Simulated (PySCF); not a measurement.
**How methods differ on the interval between two levels of Sn**

Sn [Kr] 4d10 5s2 5p2 [3P2, M_J = 2] → Sn [Kr] 4d10 5s1 5p3 [5S2, M_J = 2], as a difference of total energies. Computed with PySCF 2.14 in x2c-TZVPall-2c with one added diffuse shell each of s, p, d, f type (9s10p6d3f, 90 functions), with the two-component X2C-1e Hamiltonian. Correlated levels: [Ar] 3d10 frozen; the 6 highest virtual spinors dropped. "Screened" scales the spin-orbit matrix elements by Boettger's factors to mimic the two-electron term; Breit and QED terms are absent.

| method | interval between two levels (cm⁻¹) | error (cm⁻¹) |
| --- | --- | --- |
| GHF (spin-free) | 23725 | -12473 |
| GMP2 (spin-free) | 36202 | +4 |
| GHF (screened spin-orbit) | 22810 | -13388 |
| GMP2 (screened spin-orbit) | 35147 | -1051 |

Reference: 36198 cm⁻¹ (measured; NIST Handbook of Basic Atomic Spectroscopic Data (Sansonetti and Martin, J. Phys. Chem. Ref. Data 34, 1559 (2005))).

The spin-free rows relax to the high-spin LS determinant and lack the spin-orbit shift.

Errors of the correlated levels include the incompleteness of this basis and the frozen core.

The labels give the starting determinants; with spin-orbit coupling the two ends relaxed to ⟨J²⟩ = 6.01, ⟨L²⟩ = 2.33, ⟨S²⟩ = 1.88 and ⟨J²⟩ = 6.01, ⟨L²⟩ = 0.03, ⟨S²⟩ = 6.00.
